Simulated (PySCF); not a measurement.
**Question.** Give a PBE0-D3(BJ)/def2-SVP geometry of InChI=1S/C8H8F2N/c9-8(10)7-4-3-6(11-7)5-1-2-5/h3-5,8H,1-2H2/q-1. (Charge -1.)

**Answer.** 
```xyz
19
C8H8F2N angstrom
F      2.8592   -1.9881   -1.7513
C      2.5911   -0.7157   -1.2907
F      3.8264   -0.2495   -0.8943
C      1.5724   -0.6678   -0.2338
C      1.5829   -1.2774    1.0315
C      0.3592   -0.9089    1.6256
C     -0.3004   -0.1059    0.6747
C     -1.6319    0.5405    0.8017
C     -1.8707    1.8807    0.1569
C     -2.5221    0.6540   -0.4089
N      0.4313    0.0397   -0.4458
H      2.2608   -0.1094   -2.1523
H      2.3732   -1.8989    1.4565
H     -0.0086   -1.1842    2.6176
H     -2.1326    0.3641    1.7600
H     -2.4982    2.6181    0.6699
H     -1.0141    2.2829   -0.3916
H     -2.0941    0.2485   -1.3303
H     -3.6048    0.5337   -0.2915
```

Any rigid rotation of these coordinates is as good. Atoms count from 1 in this order. C6 (aromatic CH carbon) is planar (angles 127.5°, 126.8° and 105.7°, sum 360.0°, 0.00 Å off the plane of its three neighbours). The 3-membered ring C8–C9–C10 has internal angles of 59.7° to 60.2°. Of the pairs four or more bonds apart, N11···H17 is among the closest relative to their van der Waals radii: 2.67 Å, 97 % of the sum of Bondi's values. C7 (substituted aromatic carbon) is planar (angles 127.6°, 120.7° and 111.7°, sum 360.0°, 0.00 Å off the plane of its three neighbours).

Bonds between heavy atoms (Å): F1–C2 1.380, C2–F3 1.379, C2–C4 1.469, C4–C5 1.405, C5–C6 1.409, C6–C7 1.409, C7–C8 1.486, C8–C9 1.506, C9–C10 1.500, C7–N11 1.346, C4–N11 1.359, C8–C10 1.507.

Computed, not measured: PBE0-D3(BJ)/def2-SVP geometry optimisation, gas phase (PySCF 2.14.0).

PBE0-D3(BJ)/def2-SVP frequencies: not computed here. Torsions: F1–C2–C4–C5 60°, C6–C7–C8–C9 146°.

One conformer stands for the species.
